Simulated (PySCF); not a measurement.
Cl2Se, singlet, geometry from GFN2-xTB; PBE0/STO-3G (PySCF).

Input for PySCF:
```python
from pyscf import gto, scf, dft

mol = gto.Mole()
mol.atom = '''
    Se    0.001365    0.001249    0.686465
    Cl    1.041334    1.259457   -0.690832
    Cl   -1.044063   -1.261955   -0.682097
'''
mol.basis = 'sto-3g'
mol.charge = 0
mol.spin = 0
mol.verbose = 4
mol.symmetry = True
mol.build()

mf = dft.RKS(mol)
mf.xc = 'pbe0'
mf.irrep_nelec = {'A1': 30, 'A2': 6, 'B1': 10, 'B2': 22}
mf.kernel()
mf.analyze()
```

It wrote (shortened):

```
PySCF version 2.14.0

[INPUT] verbose = 4
[INPUT] num. atoms = 3
[INPUT] num. electrons = 68
[INPUT] charge = 0
[INPUT] spin (= nelec alpha-beta = 2S) = 0
[INPUT] symmetry True subgroup None
[INPUT] Mole.unit = angstrom
[INPUT] Symbol           X                Y                Z      unit          X                Y                Z       unit  Magmom
[...]
nuclear repulsion = 333.157646555754
point group symmetry = C2v
symmetry origin: [4.72431531e-07 1.04491579e-16 4.72431531e-07]
symmetry axis x: [-7.70587063e-01  6.37334637e-01  3.72382897e-04]
symmetry axis y: [-0.63733164 -0.770585    0.0026698 ]
symmetry axis z: [0.00198851 0.00181998 0.99999637]
num. orbitals of irrep A1 = 16
num. orbitals of irrep A2 = 3
num. orbitals of irrep B1 = 6
num. orbitals of irrep B2 = 11
number of shells = 18
number of NR pGTOs = 108
number of NR cGTOs = 36
basis = sto-3g
ecp = {}

******** <class 'pyscf.dft.rks_symm.SymAdaptedRKS'> ********
method = SymAdaptedRKS
initial guess = minao
damping factor = 0
level_shift factor = 0
DIIS = <class 'pyscf.scf.diis.CDIIS'>
diis_start_cycle = 1
diis_space = 8
diis_damp = 0
SCF conv_tol = 1e-09
SCF conv_tol_grad = None
SCF max_cycles = 50
direct_scf = True
direct_scf_tol = 1e-13
XC library pyscf.dft.libxc version 7.1.2
    S. Lehtola, C. Steigemann, M. J. T. Oliveira, and M. A. L. Marques,  SoftwareX 7, 1–5 (2018)
XC functionals = pbe0
    C. Adamo and V. Barone,  J. Chem. Phys. 110, 6158 (1999)
    M. Ernzerhof and G. E. Scuseria,  J. Chem. Phys. 110, 5029 (1999)
radial grids:
    Treutler-Ahlrichs [JCP 102, 346 (1995); DOI:10.1063/1.469408] (M4) radial grids

becke partition: Becke, JCP 88, 2547 (1988); DOI:10.1063/1.454033
pruning grids: <function nwchem_prune>
grids dens level: 3
symmetrized grids: True
atomic radii adjust function: <function treutler_atomic_radii_adjust>
small_rho_cutoff = 0
Freeze 68 electrons in irreps ['A1', 'A2', 'B1', 'B2']
    0 free electrons in irreps
Set gradient conv threshold to 3.16228e-05
Initial guess from minao.
tot grids = 58184
init E= -3281.31223769394
HOMO (B2) = -0.299883592660847  LUMO (B1) = -0.459286999048451  gap/eV = -4.33759

WARN: B1 LUMO -0.459286999048451 < system HOMO -0.299883592660847

cycle= 1 E= -3284.44067594306  delta_E= -3.13  |g|= 0.201  |ddm|= 3.65
HOMO (B2) = 0.00456833589279443  LUMO (B1) = -0.113231881225078  gap/eV = -3.20551

WARN: B1 LUMO -0.113231881225078 < system HOMO 0.00456833589279443

cycle= 2 E= -3284.42671551795  delta_E= 0.014  |g|= 0.205  |ddm|=    1
HOMO (B2) = -0.0236304260175748  LUMO (B1) = -0.141538369658592  gap/eV = -3.20844

WARN: B1 LUMO -0.141538369658592 < system HOMO -0.0236304260175748

cycle= 3 E= -3284.45636579263  delta_E= -0.0297  |g|= 0.0574  |ddm|= 0.712
HOMO (B2) = -0.0183407208948192  LUMO (B1) = -0.135576068399897  gap/eV = -3.19014

WARN: B1 LUMO -0.135576068399897 < system HOMO -0.0183407208948192

cycle= 4 E= -3284.45862182304  delta_E= -0.00226  |g|= 0.00208  |ddm|= 0.139
HOMO (B2) = -0.0183024960924209  LUMO (B1) = -0.135448114930585  gap/eV = -3.18769

WARN: B1 LUMO -0.135448114930585 < system HOMO -0.0183024960924209

cycle= 5 E= -3284.45862522083  delta_E= -3.4e-06  |g|= 0.000112  |ddm|= 0.00636
HOMO (B2) = -0.0183017611336926  LUMO (B1) = -0.135433133385398  gap/eV = -3.18731

WARN: B1 LUMO -0.135433133385398 < system HOMO -0.0183017611336926

cycle= 6 E= -3284.4586252295  delta_E= -8.67e-09  |g|= 3.76e-05  |ddm|= 0.000354
HOMO (B2) = -0.0183058334874355  LUMO (B1) = -0.135438875606767  gap/eV = -3.18735

WARN: B1 LUMO -0.135438875606767 < system HOMO -0.0183058334874355

cycle= 7 E= -3284.45862523044  delta_E= -9.36e-10  |g|= 2.59e-06  |ddm|= 8.88e-05
HOMO (B2) = -0.0183064371929798  LUMO (B1) = -0.135439571404899  gap/eV = -3.18735

WARN: B1 LUMO -0.135439571404899 < system HOMO -0.0183064371929798

Extra cycle  E= -3284.45862523043  delta_E= 8.19e-12  |g|= 4.1e-06  |ddm|= 1.69e-05
converged SCF energy = -3284.45862523043
**** SCF Summaries ****
Total Energy =                       -3284.458625230428424
Nuclear Repulsion Energy =             333.157646555754241
One-electron Energy =                -5247.721222893025697
Two-electron Energy =                 1630.104951106843146
Two-electron Coulomb Energy =         1773.895662362735948
DFT Exchange-Correlation Energy =     -143.790711255892916
HOMO-LUMO gap [eV] =                    -3.187354930773009
Wave-function symmetry = A1
occupancy for each irrep:     A1   A2   B1   B2
                              15    3    5   11
**** MO energy ****
[...]
 ** Mulliken pop on meta-lowdin orthogonal AOs  **
 ** Mulliken pop  **
[...]
 ** Mulliken atomic charges  **
charge of    0Se =      0.34903
charge of    1Cl =     -0.17451
charge of    2Cl =     -0.17451
Dipole moment(X, Y, Z, Debye):  0.00174,  0.00159,  0.87700
```
